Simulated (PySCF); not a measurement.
```xyz
19

C     -1.7718    -1.6731     0.6932
C     -1.3452    -0.4694     0.2731
Si    -2.6183     0.8810    -0.0621
C      0.0911    -0.1881     0.0448
C      0.9556    -1.1752    -0.4565
C      2.3045    -0.9014    -0.6612
C      2.8275     0.3595    -0.3795
C      1.9648     1.3344     0.1044
F      2.4432     2.5471     0.3782
C      0.6151     1.0851     0.3119
H     -2.8345    -1.8903     0.8342
H     -1.0721    -2.4834     0.9284
H     -2.4730     2.0210     0.8964
H     -2.4526     1.4261    -1.4438
H     -3.9821     0.2938     0.0946
H      0.5557    -2.1587    -0.7099
H      2.9615    -1.6791    -1.0574
H      3.8802     0.6004    -0.5355
H     -0.0091     1.8909     0.7036
```

Charge 0, multiplicity 1.

Give the Mulliken and meta-Löwdin atomic charges from PBE-D3(BJ)/def2-TZVP // PBE0-D3(BJ)/def2-SVP run with PySCF.


| atom | Mulliken (e) | meta-Löwdin (e) |
|---|---|---|
| C1 | -0.28 | -0.24 |
| C2 | 0.00 | -0.19 |
| Si3 | 0.11 | 0.42 |
| C4 | 0.17 | 0.02 |
| C5 | -0.22 | -0.14 |
| C6 | -0.08 | -0.11 |
| C7 | -0.20 | -0.16 |
| C8 | 0.29 | 0.28 |
| F9 | -0.16 | -0.24 |
| C10 | -0.26 | -0.17 |
| H11 | 0.13 | 0.12 |
| H12 | 0.12 | 0.12 |
| H13 | -0.02 | -0.08 |
| H14 | -0.02 | -0.08 |
| H15 | -0.03 | -0.08 |
| H16 | 0.12 | 0.12 |
| H17 | 0.11 | 0.13 |
| H18 | 0.11 | 0.13 |
| H19 | 0.11 | 0.13 |
